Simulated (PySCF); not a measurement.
## Excitation energy of S²⁺ by level of theory

S²⁺ [Ne] 3s2 3p2 (3P) → S²⁺ [Ne] 3s1 3p3 (5S), as a difference of total energies. All numbers are calculated (PySCF 2.14, no relativity, point nucleus, in aug-cc-pwCVDZ). Correlated levels: valence: [Ne] frozen; valence and next inner shell: 1s2 frozen; nothing frozen. The calculations carry no spin-orbit coupling.

```json
{"method": "UHF", "excitation energy (cm⁻¹)": "42569"}
{"method": "LDA", "excitation energy (cm⁻¹)": "59279"}
{"method": "PBE", "excitation energy (cm⁻¹)": "58374"}
{"method": "PBE0", "excitation energy (cm⁻¹)": "56379"}
{"method": "r2SCAN", "excitation energy (cm⁻¹)": "50499"}
{"method": "B97-3", "excitation energy (cm⁻¹)": "60553"}
{"method": "CAM-B3LYP", "excitation energy (cm⁻¹)": "61524"}
{"method": "revPBE", "excitation energy (cm⁻¹)": "57412"}
{"method": "BLYP", "excitation energy (cm⁻¹)": "62952"}
{"method": "MP2 (valence)", "excitation energy (cm⁻¹)": "50491"}
{"method": "SCS-MP2 (valence)", "excitation energy (cm⁻¹)": "54081"}
{"method": "MP2 (valence and next inner shell)", "excitation energy (cm⁻¹)": "52180"}
{"method": "SCS-MP2 (valence and next inner shell)", "excitation energy (cm⁻¹)": "55350"}
{"method": "MP2 (all electrons)", "excitation energy (cm⁻¹)": "52156"}
{"method": "SCS-MP2 (all electrons)", "excitation energy (cm⁻¹)": "55334"}
```

A first-order spin-orbit estimate (lowest level to lowest level, LS coupling) adds 0.061 eV.
